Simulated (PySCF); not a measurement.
From computed data to an observable: refractive index and permittivity of the vapour

SiBr₄, SMILES Br[Si](Br)(Br)Br.

Coordinates come from a ωB97X-D3(BJ)/def2-SVP optimisation. The isomer is the one that the SMILES or the coordinates give; other isomers of the formula were not compared.

PySCF with PBE/def2-TZVP gives a mean static polarisability of 103.0 bohr³ and a dipole moment of 0.00 D. Take an ideal gas at 298.15 K and 0.1 bar, whether or not the substance is that volatile.

Problem. Work out n − 1 in the optical limit and the static ε − 1.

Solution. 
Polarisability volume α' = 103.0 × 0.148185 = 15.26 Å³. Number density N = p/kT = 2.43e-6 Å⁻³.
Dilute limit of Lorentz–Lorenz: n − 1 = 2π N α' = 0.00023.
Orientation term of Debye: μ²/(3kT) = 8.098 Å³ × μ²(D²) = 0.00 Å³.
ε − 1 = 4π N (α' + μ²/3kT) = 0.00047. With no permanent dipole, ε equals n² in this model. Vibrational polarisation and dispersion are left out.
